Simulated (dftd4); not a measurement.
C5H11O3Si, doublet, at a GFN2-xTB geometry; D4 for pbe0 (dftd4).

dftd4 was given this input:
```
$ dftd4 mol.xyz --func pbe0 --charge 0 --json dftd4.json --noedisp

# file mol.xyz
20

C      0.25473358    -2.47061805    -1.61680251
C      0.43458151    -1.47576521    -0.81249238
Si     0.01275147     0.09278746     0.08135978
O      1.23086558     1.15890089    -0.01229605
C      2.52262048     1.02300604     0.50528301
O     -0.27218109    -0.21339121     1.64768540
C     -1.32254073    -0.95640572     2.19301956
O     -1.30300575     0.84818837    -0.51421680
C     -1.42236083     1.49488080    -1.74707950
H      0.99642972    -3.25171015    -1.75398004
H     -0.64169987    -2.61532883    -2.22087272
H      2.48925587     0.77650130     1.56758066
H      3.03822725     1.97398997     0.36594804
H      3.06434248     0.23438162    -0.02232683
H     -1.21813836    -2.01275110     1.93297092
H     -2.28425438    -0.59697246     1.82354500
H     -1.28174078    -0.84374650     3.27706891
H     -2.36318200     2.04684569    -1.74331578
H     -1.43325809     0.76496654    -2.56101375
H     -0.59213621     2.18462818    -1.90559112
```

What the program printed (banner, timings and long lists left out):

```
                    ____  _____ _____     ____  _  _
      -------------|  _ \|  ___|_   _|---|  _ \| || |------------
     |             | | | | |_    | | ___ | | | | || |_           |
     |             | |_| |  _|   | ||___|| |_| |__   _|          |
     |             |____/|_|     |_|     |____/   |_|            |
     |             ===================================           |
     |            E. Caldeweyher, S. Ehlert & S. Grimme          |
     |          Mulliken Center for Theoretical Chemistry        |
     |                    University of Bonn                     |
      -----------------------------------------------------------

Rational (Becke-Johnson) damping: pbe0-D4-ATM
---------------------
  s6         1.0000
  s8         1.2007
  s9         1.0000
  a1         0.4009
  a2         5.0293
 alp        16.0000
--------------------

Dispersion energy:      -1.5413701906804E-02 Eh

[Info] JSON dump of results written to 'dftd4.json'
```
